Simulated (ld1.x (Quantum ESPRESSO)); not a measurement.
**mercury (Hg): variants of one TM potential**

Base potential:

Hg (Z = 80), norm-conserving Troullier–Martins (Kleinman–Bylander form), made with ld1.x (Quantum ESPRESSO) 7.5 (LDA (PZ), fully relativistic). Core [Xe] 4f14, reference 5d10 6s2 6p0. Waves: 6s (bound): rc 2.35 bohr; 6p (bound, empty): rc 2.55 bohr; 5d (bound): rc 1.90 bohr. Local part: all-electron potential smoothed inside 1.55 bohr (lloc = -1). Core correction: none.

Open shells are filled in proportion to 2j + 1 (rel_dist='average').

All-electron outer shells of the reference configuration (LDA (PZ), scalar-relativistic, ld1.x):

```tsv
shell	level (eV)	outermost node (bohr)	outermost maximum (bohr)
4f	-96.34	–	0.37
5p	-66.76	0.51	0.92
5d	-10.07	0.55	1.17
6s	-7.13	1.08	2.21
6p	-1.19	1.27	3.26
```

Cutoffs, loose and tight: the cutoffs (Ry, on a coarse ladder) from which the occupation-weighted sum of valence levels, in a spherical-Bessel basis at the reference potential, stays within 10 and 1 mRy of its value at 400 Ry. They do not see the model core or the augmentation charge, which bear on the density cutoff. Test errors are all-electron minus pseudo excitation energies from the reference, over the configurations 5d10 6s1 6p0; 5d10 6s0 6p0; 5d9 6s0 6p0; 5d9 6s2 6p1; 5d10 6s1.5 6p0; 5d10 6s0 6p1; 5d10 6s0 6p2. A dash means not determined; rows that change the core or the reference have their own tests. The largest error is taken over the tests solved by every variant that gives reliable tests at all: 5d10 6s0 6p0; 5d10 6s1 6p0; 5d10 6s1.5 6p0; 5d9 6s0 6p0.

A true bound ghost makes a file unfit for plane-wave use even where its test errors are small: the radial tests pick states by their node count and pass the ghost by. Where a test does run into it, the solver fails or the error is huge.

| change | outcome | cutoff, loose | cutoff, tight | bound ghosts | largest test error (meV) |
| --- | --- | --- | --- | --- | --- |
| base | generated | 50 Ry | 70 Ry | s, p3/2, p1/2 | +38 |
| local potential all-electron potential smoothed inside 1.02 bohr (lloc = -1) | generated | 50 Ry | 55 Ry | s, p3/2, p1/2 | +53 |
| local potential all-electron potential smoothed inside 1.36 bohr (lloc = -1) | generated | 50 Ry | 60 Ry | s, p3/2, p1/2 | +51 |
| local potential all-electron potential smoothed inside 1.62 bohr (lloc = -1) | generated | 50 Ry | 70 Ry | s, p3/2, p1/2 | +50 |
| local potential all-electron potential smoothed inside 1.88 bohr (lloc = -1) | generated | 50 Ry | 70 Ry | s | +42 |
| local potential all-electron potential smoothed inside 2.40 bohr (lloc = -1) | generated | 50 Ry | 70 Ry | none | +10 |
| local potential all-electron potential smoothed inside 2.68 bohr (lloc = -1) | generated | 50 Ry | 70 Ry | none | -26 |
| local potential all-electron potential smoothed inside 2.94 bohr (lloc = -1) | generated | 50 Ry | 70 Ry | none | -55 |

Q: What comes out with this change to the base: local potential all-electron potential smoothed inside 2.16 bohr (lloc = -1)?

A: outcome: generated; cutoff, loose: 50 Ry; cutoff, tight: 70 Ry; bound ghosts: s; largest test error (meV): +28.

Reading the sweep of the rcloc (base included, trends over the rows without a ghost): Bound ghosts are found at 1.02, 1.36, 1.55, 1.62, 1.88, 2.16 bohr.
